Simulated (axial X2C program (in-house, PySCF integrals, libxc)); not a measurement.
IrN: from Re and ωe to a spectrum

A bond curve at the PBEsol level, with spin–orbit coupling, was computed with an in-house all-electron X2C program for linear molecules (integrals from PySCF) (basis Ir dyall-cv3z [13s14p9d6f4g], N dyall-av3z [7s7p3d2f] (cores contracted in-house)) for the state Ω = 0 (closed shell). Its fit gives Re = 1.5947 Å, ωe = 1201.3 cm⁻¹, ωexe = 5.04 cm⁻¹ and αe = 2.740e-03 cm⁻¹; the masses are 192.9629 and 14.0031 u. Two-component means X2C with spin–orbit coupling and atomic mean-field Coulomb and Gaunt terms.

Problem. Find the reduced mass, Be and the force constant.

Solution. From the PBEsol values: μ = 13.0557 u. Be = 16.8576/(μ Re²) = 0.5077 cm⁻¹. k = 5.8918×10⁻⁷ μ ωe² = 11.1 mdyn/Å.

Problem. Estimate the centrifugal constant by the Kratzer relation.

Solution. D = 4Be³/ωe² = 3.63e-07 cm⁻¹.

Problem. Give B0, the J = 1←0 line in GHz and the most populated J at 300 K (kT = 208.5 cm⁻¹).

Solution. B0 = Be − αe/2 = 0.5064 cm⁻¹; 2B0 = 30.36 GHz; J(max) ≈ √(kT/2B0) − 1/2 = 13.8, so J = 14.

Problem. Estimate De from a Morse curve and compare with the computed well depth of 6.793 eV to Ir + N.

Solution. De(Morse) = ωe²/(4ωexe) = 8.875 eV against 6.793 eV computed, a ratio of 1.31. The extrapolation overshoots: the well softens faster than a Morse curve, or the lowest atomic limit lies below the one to which the curve heads.

Problem. Where do the fundamental and the first overtone lie?

Solution. ν(1←0) = ωe − 2ωexe = 1191.2 cm⁻¹; ν(2←0) = 2ωe − 6ωexe = 2372.4 cm⁻¹.

One determinant describes the state; a PBE0 search over occupations chose it and may have missed a lower one. De is counted from the lowest determinant-based energies of the atoms at the same level, without counterpoise correction. The functionals have no current-density term, which raises determinants with orbital currents, atoms included.
